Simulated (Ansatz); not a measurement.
Consider the ligand exchange at the Al–O bond: `C[O][Al]([OH])[SH]` + H₂S → `[OH][Al]([SH])[SH]` + CH₃OH.

Isolated molecules relaxed with PBE0-D4/def2-TZVP in Ansatz; ΔE leaves out vibrations. CCSD(T)/CBS is the MP2 limit (def2-TZVPP, def2-QZVPP) plus CCSD(T) − MP2 in def2-TZVPP, frozen cores. This one scheme is used for every species. Functionals use def2-TZVPP. Each species was taken in one conformer, which may not be the lowest.

| level | ΔE (kcal/mol) | difference from CCSD(T)/CBS |
| --- | --- | --- |
| PBE-D4 | 2.2 | -1.7 |
| revPBE-D4 | 2.2 | -1.7 |
| BLYP-D4 | 5.4 | 1.5 |
| r2SCAN-D4 | 3.9 | 0.0 |
| ωB97M-V | 4.3 | 0.4 |
| PBE0 | 2.2 | -1.7 |
| CAM-B3LYP | 6.1 | 2.2 |
| RPA@PBE/def2-TZVPP | 5.3 | 1.4 |
| CCSD(T)/def2-SVP | 5.8 | 1.9 |
| MP2/def2-QZVPP | 4.1 | 0.2 |
| CCSD(T)/CBS | 3.9 | 0 |

Largest T1 diagnostic among the species: 0.012.

In def2-TZVPP, CCSD(T) changes the Hartree–Fock value by −1.0 kcal/mol (the triples alone add −0.4 kcal/mol) and MP2 by −1.3 kcal/mol. At CCSD(T), def2-SVP lies +1.9 kcal/mol from the extrapolated value and def2-TZVPP +0.7 kcal/mol.
